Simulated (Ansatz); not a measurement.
`F[SiH2]C1C[SiH2]1` + `N[SiH3]` → `N[SiH2][SiH2]F` + `C1C[SiH2]1`  (formal exchange of groups at the Si–C bond)

Isolated molecules relaxed with PBE0-D4/def2-TZVP in Ansatz; ΔE leaves out vibrations. CBS: MP2 limit from def2 TZ/QZ plus the TZ coupled-cluster correction, frozen cores. This one scheme is used for every species. DFT in def2-TZVPP. B3LYP here is the variant with VWN-RPA as its local correlation; programs differ in this. One conformer a species, not always the lowest.

`F[SiH2]C1C[SiH2]1`:

```xyz
12

F    -0.156    0.214    2.803
Si   -0.895    0.410    1.394
C    -0.100   -0.617    0.101
C    -0.239   -0.150   -1.379
Si    1.473   -0.065   -0.710
H    -2.321    0.059    1.620
H    -0.784    1.841    1.009
H    -0.189   -1.692    0.244
H    -0.786    0.774   -1.543
H    -0.502   -0.921   -2.095
H     2.452   -1.098   -1.103
H     2.047    1.244   -0.342
```

`N[SiH3]`:

Z-matrix (Å, degrees):
```
Si
N 1 1.720
H 1 1.486 2 107.9
H 1 1.494 2 116.0 3 -120.3
H 1 1.486 2 107.9 3 119.4
H 2 1.007 1 119.6 3 -168.6
H 2 1.007 1 119.6 3 49.2
```

`N[SiH2][SiH2]F`:

Z-matrix (Å, degrees):
```
Si
Si 1 2.346
N 1 1.722 2 107.7
H 1 1.489 2 109.2 3 117.5
H 1 1.496 2 108.9 3 -126.5
F 2 1.612 1 108.6 3 52.8
H 2 1.487 1 112.3 3 -65.6
H 2 1.488 1 112.1 3 171.6
H 3 1.008 1 119.2 2 -48.4
H 3 1.008 1 120.0 2 169.3
```

`C1C[SiH2]1`:

Cartesian coordinates in Å:
```
C -0.747 -0.553 -0.250
C 0.766 -0.581 0.047
Si -0.018 1.085 0.195
H -1.388 -1.059 0.464
H -1.039 -0.740 -1.278
H 1.069 -1.104 0.948
H 1.418 -0.787 -0.795
H 0.209 2.089 -0.867
H -0.270 1.650 1.537
```

```csv
level,ΔE (kJ/mol),difference from CCSD(T)/CBS
r2SCAN-D4,32.2,-6.5
PBE0-D4,26.8,-11.9
ωB97X-V,33.0,-5.7
ωB97M-V,40.2,1.5
B3LYP,28.0,-10.7
SCS-MP2/def2-TZVPP,45.2,6.5
CCSD(T)/def2-TZVPP,38.8,0.1
MP2/def2-QZVPP,47.6,8.9
MP2/CBS(def2),47.3,8.6
CCSD/CBS(def2),38.2,-0.5
CCSD(T)/CBS,38.7,0
```

Largest T1 diagnostic among the species: 0.011.

The D4 term adds +3.7 kJ/mol with B3LYP and +1.9 kJ/mol with PBE0; it sums over pairs of atoms, weighted by their polarisabilities, and B3LYP, whose exchange is more repulsive, gets the larger term. From PBE to PBE0 (25 % exact exchange), in def2-TZVPP and without D4, ΔE moves by +5.5 kJ/mol.
